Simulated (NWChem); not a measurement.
C3H9Ga; SMILES [Ga]([CH3])([CH3])[CH3]

```xyz
13

Ga    -0.0001     0.0001    -0.0005
C      1.9412    -0.3726    -0.0001
H      2.4069     0.0446     0.9087
H      2.4284     0.1247    -0.8554
H      2.1767    -1.4462    -0.0439
C     -0.6479     1.8676     0.0007
H     -1.3107     2.0436     0.8644
H     -1.2541     2.0594    -0.9007
H      0.1646     2.6084     0.0318
C     -1.2931    -1.4951     0.0002
H     -2.3413    -1.1620    -0.0145
H     -1.1445    -2.1264     0.8925
H     -1.1249    -2.1470    -0.8734
```
Atoms are numbered in this order, from 1.

Computed with NWChem. Pople sets run with spherical d functions. Geometry: optimised at PBE0/def2-SVP. Total energies compare along this basis series because the functional is fixed.

```tsv
level	basis functions	energy (Ha)	highest occupied level (eV)	orbital gap (eV)	dipole (D)
CAM-B3LYP/STO-3G	42	-2020.5071	-3.00	5.17	0.21
CAM-B3LYP/3-21G	67	-2034.5538	…	9.13	0.00
CAM-B3LYP/6-31G*	92	-2044.3474	-8.58	9.07	0.00
CAM-B3LYP/6-311G**	152	-2044.6321	-8.78	9.09	0.00
```

Task: Some entries are withheld; supply them.

Result: 
- CAM-B3LYP/3-21G, highest occupied level (eV): -8.47
